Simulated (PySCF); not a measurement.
2-chlorobuta-1,3-diene (C₄H₅Cl), SMILES C=CC(=C)Cl. Atoms are numbered in the order given.

```xyz
10

C     -0.4405    -2.0780     0.0000
C      0.6018    -1.2364     0.0000
C      0.5413     0.2254     0.0000
C      1.6233     1.0189     0.0000
Cl    -1.0578     0.9556     0.0000
H     -1.4680    -1.7078     0.0000
H     -0.2865    -3.1592     0.0000
H      1.6223    -1.6345     0.0000
H      2.6199     0.5711     0.0000
H      1.5402     2.1060     0.0000
```
Charge 0, spin multiplicity 1.

Geometry: B3LYP-D3(BJ)/def2-SVP. One conformer was computed; it need not be the lowest.

All values below come from B3LYP-D3(BJ)/def2-SVP (PySCF).

Frequencies are harmonic and unscaled.

Computed vibrational spectrum:
```json
[
 {"mode": "1", "ν (cm⁻¹)": "158", "IR (km/mol)": "0.2", "Raman (Å⁴/amu)": "2.2", "depolarisation": "0.75", "moving atoms (share of kinetic energy)": "C 58 %, H 41 %"},
 {"mode": "2", "ν (cm⁻¹)": "252", "IR (km/mol)": "0.1", "Raman (Å⁴/amu)": "2.7", "depolarisation": "0.68", "moving atoms (share of kinetic energy)": "C 48 %, Cl 34 %, H 18 %"},
 {"mode": "3", "ν (cm⁻¹)": "391", "IR (km/mol)": "1.9", "Raman (Å⁴/amu)": "4.3", "depolarisation": "0.74", "moving atoms (share of kinetic energy)": "C 50 %, H 31 %, Cl 19 %"},
 {"mode": "4", "ν (cm⁻¹)": "425", "IR (km/mol)": "6.2", "Raman (Å⁴/amu)": "3.5", "depolarisation": "0.75", "moving atoms (share of kinetic energy)": "C 49 %, H 48 %"},
 {"mode": "5", "ν (cm⁻¹)": "525", "IR (km/mol)": "1.7", "Raman (Å⁴/amu)": "5.9", "depolarisation": "0.59", "moving atoms (share of kinetic energy)": "C 60 %, H 27 %, Cl 13 %"},
 {"mode": "6", "ν (cm⁻¹)": "638", "IR (km/mol)": "22.2", "Raman (Å⁴/amu)": "13.1", "depolarisation": "0.14", "moving atoms (share of kinetic energy)": "C 63 %, Cl 25 %, H 12 %"},
 {"mode": "7", "ν (cm⁻¹)": "669", "IR (km/mol)": "0.1", "Raman (Å⁴/amu)": "1.2", "depolarisation": "0.75", "moving atoms (share of kinetic energy)": "H 78 %, C 21 %"},
 {"mode": "8", "ν (cm⁻¹)": "760", "IR (km/mol)": "0.5", "Raman (Å⁴/amu)": "10.9", "depolarisation": "0.75", "moving atoms (share of kinetic energy)": "H 64 %, C 36 %"},
 {"mode": "9", "ν (cm⁻¹)": "895", "IR (km/mol)": "40.9", "Raman (Å⁴/amu)": "3.0", "depolarisation": "0.75", "moving atoms (share of kinetic energy)": "H 70 %, C 30 %"},
 {"mode": "10", "ν (cm⁻¹)": "899", "IR (km/mol)": "7.6", "Raman (Å⁴/amu)": "0.4", "depolarisation": "0.55", "moving atoms (share of kinetic energy)": "H 55 %, C 44 %"},
 {"mode": "11", "ν (cm⁻¹)": "949", "IR (km/mol)": "32.8", "Raman (Å⁴/amu)": "2.9", "depolarisation": "0.75", "moving atoms (share of kinetic energy)": "H 73 %, C 27 %"},
 {"mode": "12", "ν (cm⁻¹)": "1013", "IR (km/mol)": "11.6", "Raman (Å⁴/amu)": "1.5", "depolarisation": "0.75", "moving atoms (share of kinetic energy)": "H 88 %, C 12 %"},
 {"mode": "13", "ν (cm⁻¹)": "1027", "IR (km/mol)": "6.2", "Raman (Å⁴/amu)": "5.0", "depolarisation": "0.61", "moving atoms (share of kinetic energy)": "H 72 %, C 27 %"},
 {"mode": "14", "ν (cm⁻¹)": "1234", "IR (km/mol)": "45.0", "Raman (Å⁴/amu)": "12.2", "depolarisation": "0.43", "moving atoms (share of kinetic energy)": "C 70 %, H 30 %"},
 {"mode": "15", "ν (cm⁻¹)": "1303", "IR (km/mol)": "0.5", "Raman (Å⁴/amu)": "31.4", "depolarisation": "0.38", "moving atoms (share of kinetic energy)": "H 79 %, C 21 %"},
 {"mode": "16", "ν (cm⁻¹)": "1384", "IR (km/mol)": "7.6", "Raman (Å⁴/amu)": "3.7", "depolarisation": "0.41", "moving atoms (share of kinetic energy)": "H 84 %, C 16 %"},
 {"mode": "17", "ν (cm⁻¹)": "1430", "IR (km/mol)": "1.6", "Raman (Å⁴/amu)": "54.5", "depolarisation": "0.42", "moving atoms (share of kinetic energy)": "H 80 %, C 20 %"},
 {"mode": "18", "ν (cm⁻¹)": "1656", "IR (km/mol)": "35.9", "Raman (Å⁴/amu)": "12.5", "depolarisation": "0.26", "moving atoms (share of kinetic energy)": "C 86 %, H 14 %"},
 {"mode": "19", "ν (cm⁻¹)": "1713", "IR (km/mol)": "3.5", "Raman (Å⁴/amu)": "265.1", "depolarisation": "0.26", "moving atoms (share of kinetic energy)": "C 89 %, H 11 %"},
 {"mode": "20", "ν (cm⁻¹)": "3150", "IR (km/mol)": "2.0", "Raman (Å⁴/amu)": "35.1", "depolarisation": "0.36", "moving atoms (share of kinetic energy)": "H 94 %"},
 {"mode": "21", "ν (cm⁻¹)": "3158", "IR (km/mol)": "0.3", "Raman (Å⁴/amu)": "27.8", "depolarisation": "0.18", "moving atoms (share of kinetic energy)": "H 94 %"},
 {"mode": "22", "ν (cm⁻¹)": "3162", "IR (km/mol)": "5.2", "Raman (Å⁴/amu)": "227.5", "depolarisation": "0.14", "moving atoms (share of kinetic energy)": "H 92 %"},
 {"mode": "23", "ν (cm⁻¹)": "3257", "IR (km/mol)": "2.4", "Raman (Å⁴/amu)": "81.7", "depolarisation": "0.67", "moving atoms (share of kinetic energy)": "H 89 %, C 11 %"},
 {"mode": "24", "ν (cm⁻¹)": "3266", "IR (km/mol)": "1.0", "Raman (Å⁴/amu)": "78.2", "depolarisation": "0.74", "moving atoms (share of kinetic energy)": "H 89 %, C 11 %"}
]
```
